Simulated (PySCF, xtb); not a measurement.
Another site gives an ion 48635.89 eV lower (`O=[CH][GeH3]`) at the level PBE-D3(BJ)/def2-TZVP // TPSSh-D3(BJ)/def2-TZVP (PySCF).

A geometry relaxed with GFN2-xTB in xtb, charge 0, multiplicity 1:

```xyz
7

H      1.4937    -1.0834     0.4212
Si    -0.8013     0.0941    -0.0124
O      1.8886     0.6785    -0.4287
H     -1.3396    -1.0176    -0.7960
H     -1.1254     1.3904    -0.5917
C      1.1039    -0.1313    -0.0064
H     -1.2278    -0.0165     1.3824
```

Task: Write the SMILES of this molecule.

Result: `O=C[SiH3]`
